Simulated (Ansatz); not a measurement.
Calculated with Ansatz (gas phase, PBE0-D4/def2-TZVP geometries, no zero-point term in ΔE). CCSD(T)/CBS is the MP2 limit (def2-TZVPP, def2-QZVPP) plus CCSD(T) − MP2 in def2-TZVPP, frozen cores. DFT in def2-TZVPP. B3LYP here is the variant with VWN-RPA as its local correlation; programs differ in this. HSE06 is defined as in plane-wave codes. For Ge outer-core shells are correlated without core-valence functions, which leaves a few kJ/mol of doubt a bond. Scalar relativity is left out up to krypton. One conformer a species, not always the lowest.

Reaction (substitution at a C–Ge bond): `C[S][GeH]([CH3])[Cl]` + `C[SiH](N)O` → `CN[SiH](C)O` + `C[S][GeH2][Cl]`

`C[S][GeH]([CH3])[Cl]`:

Cartesian coordinates in Å:
```
C 1.991 0.076 0.824
S 0.519 -0.616 1.633
Ge -1.012 0.347 0.362
C -1.177 -0.469 -1.390
Cl -2.881 0.059 1.398
H 2.848 -0.257 1.410
H 2.106 -0.293 -0.195
H 1.972 1.166 0.828
H -0.742 1.863 0.294
H -1.415 -1.526 -1.273
H -1.971 0.022 -1.954
H -0.237 -0.372 -1.937
```

`C[SiH](N)O`:

```xyz
11

C    -0.102   -1.365   -0.506
Si   -0.460    0.396   -0.021
N     1.047    1.215    0.018
O    -1.209    0.531    1.442
H    -1.018   -1.960   -0.473
H     0.295   -1.423   -1.523
H     0.624   -1.826    0.170
H    -1.460    0.997   -0.942
H     1.102    2.216    0.116
H     1.838    0.853   -0.489
H    -0.656    0.365    2.208
```

`CN[SiH](C)O`:

Cartesian coordinates in Å:
```
C -0.316 1.773 0.680
N 0.355 0.539 1.019
Si 0.581 -0.801 -0.019
C -0.970 -1.403 -0.846
O 1.577 -0.441 -1.288
H -1.322 1.846 1.109
H 0.254 2.650 1.006
H -0.418 1.850 -0.405
H 0.554 0.427 1.999
H 1.178 -1.839 0.869
H -1.694 -1.750 -0.105
H -1.435 -0.604 -1.429
H -0.751 -2.227 -1.529
H 2.408 -0.020 -1.060
```

`C[S][GeH2][Cl]`:

Cartesian coordinates in Å:
```
C -1.160 -0.349 0.974
S -0.374 1.229 0.542
Ge 1.195 0.485 -0.797
Cl 0.297 -0.470 -2.519
H -1.558 -0.837 0.085
H -0.462 -1.011 1.487
H -1.982 -0.109 1.647
H 2.016 1.678 -1.293
H 2.028 -0.617 -0.127
```

| level | ΔE (kcal/mol) | difference from CCSD(T)/CBS |
| --- | --- | --- |
| LDA (SPW92) | 15.0 | -3.1 |
| B97M-V | 16.5 | -1.6 |
| B3LYP-D4 | 16.1 | -2.0 |
| r2SCAN0 | 17.4 | -0.7 |
| HSE06 | 16.6 | -1.5 |
| CCSD(T)/def2-SVP | 11.9 | -6.2 |
| HF/def2-TZVPP | 15.7 | -2.4 |
| MP2/def2-TZVPP | 19.4 | 1.3 |
| CCSD(T)/def2-TZVPP | 17.9 | -0.2 |
| SCS-MP2/def2-QZVPP | 18.1 | 0.0 |
| CCSD(T)/CBS | 18.1 | 0 |

Problem. What do rigid-rotor, harmonic-oscillator terms from PBE0-D4/def2-TZVP frequencies (298.15 K, 1 bar) make of the CCSD(T)/CBS value? (Estimate.)

Solution. The calculation gave: ΔZPE = 0.0 kcal/mol, ΔH = +17.8 kcal/mol, ΔS = -5 J/(mol·K), ΔG = +18.1 kcal/mol. Modes under 50 cm⁻¹ make the entropy rough.

Largest T1 diagnostic among the species: 0.010.

Leaving LDA and LC-ωPBE aside and taking each functional with its dispersion term where it has one, the values, not all of them listed here, spread over 2.0 kcal/mol, from revPBE-D4 to PBE-QIDH. LDA lies −1.2 kcal/mol from PBE without D4. In def2-TZVPP, CCSD(T) changes the Hartree–Fock value by +2.3 kcal/mol (the triples alone add +0.2 kcal/mol) and MP2 by +3.7 kcal/mol.
